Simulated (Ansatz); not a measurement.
HBr, charge +1, doublet, at a GFN2-xTB geometry (a state made from the parent by changing its charge; the spin is typed, not shown lowest); HF/def2-TZVP (Ansatz, a program for electronic structure).

The Ansatz input:
Ansatz 0.2 input:
```yaml
crystal:
  periodic: [false, false, false]
  atoms:
    - {symbol: Br, position_ang: [-0.00000000, -0.00000000, -0.04027692]}
    - {symbol: H, position_ang: [0.00000000, 0.00000000, 1.40969231]}
basis:
  gaussian:
    orbitals: def2-TZVP
    point_charges:
      - {charge: 0.5, position_ang: [3.3503, 0.5149, -0.8599]}
hamiltonian:
  xc: hf
total_charge: 1
magnetization: {spin_polarized: true, initial_magnetization: 1}
```

What the program printed (banner, timings and long lists left out):

```
Functional definition: HF
376 factors; integrals over basis functions are off by at most 8.0e-4 eV
mean field evaluation 1: about -70001.8638 eV, gradient 9.9e0 eV
mean field evaluation 2: about -70001.8660 eV, gradient 9.9e0 eV
mean field evaluation 4: about -70002.3512 eV, gradient 1.2e0 eV
mean field evaluation 8: about -70002.3639 eV, gradient 1.1e-3 eV
mean field evaluation 16: about -70002.2885 eV, gradient 1.5e0 eV
mean field evaluation 32: about -70002.3064 eV, gradient 2.6e-1 eV
mean field evaluation 64: about -70002.3630 eV, gradient 2.8e-1 eV
mean field -70002.36391268 eV, -2572.5394244844 hartree, gradient 7.4e-6 eV, S^2 0.760250; 2 other end points of the search recorded, 0 dependent functions left out
reference -70002.36391268 eV, -2572.5394244844 hartree; 18, 17 occupied and 36, 37 virtual orbitals, 376 factors
Total energy: -70002.36391268 eV, -2572.5394244844 hartree
```
